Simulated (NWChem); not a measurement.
Species: BH2SeCl; SMILES ClB[SeH]

```xyz
5

B      0.7541     0.6031     0.0000
Cl    -0.1568     2.0950     0.0000
H      1.9558     0.6446     0.0000
Se    -0.0475    -1.1353     0.0000
H     -1.4454    -0.6749     0.0000
```
Atoms are numbered in this order, from 1.

Results from NWChem. Pople sets run with spherical d functions. Geometry: optimised at PBE0/def2-SVP.

For level B3LYP/6-31G*:

```yaml
highest occupied level (eV): -7.50
orbital gap (eV): 6.10
dipole (D): 0.67
```

Estimate the same quantities for level B3LYP/STO-3G.

The highest occupied level (eV) comes out as -5.66. The orbital gap (eV) is 6.76. The dipole (D) comes out as 1.19.
